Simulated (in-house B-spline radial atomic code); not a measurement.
## Hf⁺: [Xe] (4f5/2)5 (4f7/2)8 5d2 6s2 (with a hole in an inner shell)

Computed with a B-spline radial code for spherical atoms: Dirac-Kohn-Sham PBE0, spherical fractional occupations, Fermi nucleus of rms radius 5.347 fm.

Z_r = [3n² - l(l+1)]/(2<r>); Z_e = n√(-2ε); the last column is Slater's effective charge. Values are occupation-weighted means over j. An effective charge above Z reflects the relativistic contraction of the inner shells.

```json
{"shell": "1s", "electrons": "2", "ε (eV)": "-65341", "<r> (bohr)": "0.01899", "Z_r": "78.99", "Z_e": "69.30", "Slater": "71.70"}
{"shell": "2s", "electrons": "2", "ε (eV)": "-11219", "<r> (bohr)": "0.07977", "Z_r": "75.22", "Z_e": "57.43", "Slater": "67.85"}
{"shell": "2p", "electrons": "6", "ε (eV)": "-9916.2", "<r> (bohr)": "0.07129", "Z_r": "70.14", "Z_e": "53.99", "Slater": "67.85"}
{"shell": "3s", "electrons": "2", "ε (eV)": "-2587.4", "<r> (bohr)": "0.2081", "Z_r": "64.89", "Z_e": "41.37", "Slater": "60.75"}
{"shell": "3p", "electrons": "6", "ε (eV)": "-2191.1", "<r> (bohr)": "0.2076", "Z_r": "60.22", "Z_e": "38.07", "Slater": "60.75"}
{"shell": "3d", "electrons": "10", "ε (eV)": "-1691.5", "<r> (bohr)": "0.189", "Z_r": "55.55", "Z_e": "33.45", "Slater": "50.85"}
{"shell": "4s", "electrons": "2", "ε (eV)": "-544.83", "<r> (bohr)": "0.4676", "Z_r": "51.33", "Z_e": "25.31", "Slater": "44.25"}
{"shell": "4p", "electrons": "6", "ε (eV)": "-412.64", "<r> (bohr)": "0.4954", "Z_r": "46.42", "Z_e": "22.03", "Slater": "44.25"}
{"shell": "4d", "electrons": "10", "ε (eV)": "-233.63", "<r> (bohr)": "0.5333", "Z_r": "39.38", "Z_e": "16.58", "Slater": "32.85"}
{"shell": "5s", "electrons": "2", "ε (eV)": "-84.848", "<r> (bohr)": "1.12", "Z_r": "33.49", "Z_e": "12.49", "Slater": "15.20"}
{"shell": "5p", "electrons": "6", "ε (eV)": "-51.39", "<r> (bohr)": "1.303", "Z_r": "28.02", "Z_e": "9.72", "Slater": "15.20"}
{"shell": "4f", "electrons": "13", "ε (eV)": "-38.25", "<r> (bohr)": "0.6482", "Z_r": "27.77", "Z_e": "6.71", "Slater": "21.80"}
{"shell": "6s", "electrons": "2", "ε (eV)": "-13.129", "<r> (bohr)": "3.038", "Z_r": "17.77", "Z_e": "5.89", "Slater": "4.15"}
{"shell": "5d", "electrons": "2", "ε (eV)": "-11.487", "<r> (bohr)": "2.06", "Z_r": "16.75", "Z_e": "4.59", "Slater": "4.65"}
```

The least bound orbital is 5d5/2 at -11.25 eV, while the most diffuse is 6s1/2 (<r> = 3.038 bohr against 2.086 bohr): energy order and size order differ. The part-filled 4f shell lies below the filled 6s shell in orbital energy.

For the 1s electron the small component carries 7.33 % of the norm, the zero-frequency Breit interaction raises the level by 222.2 eV, self-energy by 137.7 eV, and vacuum polarisation lowers it by 25.28 eV.

Caution: exact exchange at fractional occupations of open shells leaves self-interaction of up to several eV.
